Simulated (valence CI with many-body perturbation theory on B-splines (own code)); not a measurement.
## Energy levels of Tl LXIX

Method: configuration interaction combined with many-body perturbation theory (CI+MBPT): three valence electrons over a frozen Dirac-Fock core [Ne], radial functions for each j: 11 s, 11 p, 10 d, 8 f, 5 g, 2 h, with the one-electron correlation potential Σ1, the two-electron term Σ2, the three-electron term Σ3, Breit, model QED; selected CI, second order for the rest, scaled by the run's own slope (own B-spline code, finite nucleus).

The last digits are not significant, and no measured levels were compared; by estimate large intervals hold to a few tenths of a per cent, small ones and those within an open d or f shell to about a per cent.

Levels 136 to 157 of 157, with energies above the lowest level, (3s^2 3p1/2) J=1/2. "Leading %" is the weight of the configuration and term that name the level; weights of strongly mixed levels are sums over their largest components and can fall short. In the jj column 3d3/2^4 stands for four electrons in 3d with j = 3/2. Lifetimes count E1, E2, E3, M1 and M2 decay at the calculated energies, and are blank where another channel may lead or the interval is too uncertain; long ones can be off by a factor of two.

```csv
No.,Configuration,Term,J,E (× 10³ cm⁻¹),Leading %,Lifetime,Leading jj
136,3d³,²D,5/2,23906,48,133 fs,3d3/2^2 3d5/2 (98 %)
137,3d³,⁴F,7/2,24541,70,236 fs,3d3/2 3d5/2^2 (99 %)
138,3d³,⁴F,9/2,24581,49,253 fs,3d3/2 3d5/2^2 (99 %)
139,3d³,⁴P,3/2,24653,40,227 fs,3d3/2 3d5/2^2 (100 %)
140,3d³,²H,11/2,24662,100,287 fs,3d3/2 3d5/2^2 (100 %)
141,3d³,²P,1/2,24686,56,219 fs,3d3/2 3d5/2^2 (100 %)
142,3d³,⁴P,5/2,24687,43,214 fs,3d3/2 3d5/2^2 (98 %)
143,3d³,²F,7/2,24774,76,250 fs,3d3/2 3d5/2^2 (99 %)
144,3d³,²F,5/2,24782,45,242 fs,3d3/2 3d5/2^2 (99 %)
145,3d³,²D,3/2,25003,82,234 fs,3d3/2 3d5/2^2 (98 %)
146,3d³,²G,9/2,25585,48,872 fs,3d5/2^3 (99 %)
147,3d³,²P,3/2,25741,44,724 fs,3d5/2^3 (98 %)
148,3d³,²D,5/2,25844,58,691 fs,3d5/2^3 (98 %)
149,3s²4s,²S,1/2,30518,99,9.82 fs,3s^2 4s (99 %)
150,3s²4p,²P°,1/2,31218,98,37.2 fs,3s^2 4p1/2 (98 %)
151,3s3p4s,⁴P°,1/2,31849,85,11.7 fs,3s 3p1/2 4s (99 %)
152,3s3p4s,⁴P°,3/2,31970,59,10.6 fs,3s 3p1/2 4s (99 %)
153,3s3p4s,²P°,1/2,32083,94,12.6 fs,3s 3p1/2 4s (99 %)
154,3s3p4p,⁴D,1/2,32496,71,17.9 fs,3s 3p1/2 4p1/2 (100 %)
155,3s3p4p,⁴D,3/2,32622,40,10.1 fs,3s 3p1/2 4p1/2 (99 %)
156,3s3p4p,⁴P,1/2,32768,46,17.0 fs,3s 3p1/2 4p1/2 (99 %)
157,3s²4p,²P°,3/2,33061,98,56.4 fs,3s^2 4p3/2 (98 %)
```
